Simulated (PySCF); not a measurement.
Computed with PySCF 2.14.0 with B3LYP-D3(BJ)/def2-TZVP // r2SCAN-D4/def2-SVP. All species are isolated molecules in the gas phase. B3LYP has the VWN-RPA correlation part, as in Gaussian. 

Reference species: [Zr(Cl)4] (neutral, multiplicity 1).

```json
{
 "charge on the central atom (Mulliken)": "1.32 e",
 "coordination_number": "4",
 "LUMO": "-2.95 eV",
 "mean_distance_from_the_central_atom_to_its_bonded_neighbours": "2.330 Å"
}
```

After one change: the charge on the central atom (Mulliken) rises by 0.38 e; the coordination number hardly moves; the LUMO increases by 0.84 eV; the mean distance from the central atom to its bonded neighbours drops by 0.321 Å.

Task: Which change was made? The new species is one of these.
(A) [Zr(Cl)2(F)2]
(B) [Zr(F)4]
(C) [Zr(Cl)3(F)]
(D) [Zr(Cl)(F)3]

Result: D, [Zr(Cl)(F)3]
